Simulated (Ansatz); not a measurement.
Task: Predict a relaxed structure of the cluster Na2Te (the lowest singlet isomer of a short search), charge 0, singlet, at r2SCAN-D4/def2-TZVP (Ansatz).

Result: 
```
atom   x (Å)   y (Å)   z (Å)
 Na1   1.778   1.246   0.548
 Na2  -1.504  -1.586   0.489
 Te3  -0.274   0.340  -1.037
```
Point group C2v (tolerance 0.1 Å). This is one stationary point.

In the def2 sets Te takes a core potential; there is no spin–orbit coupling. The structure comes from a short search, and lower isomers may exist.
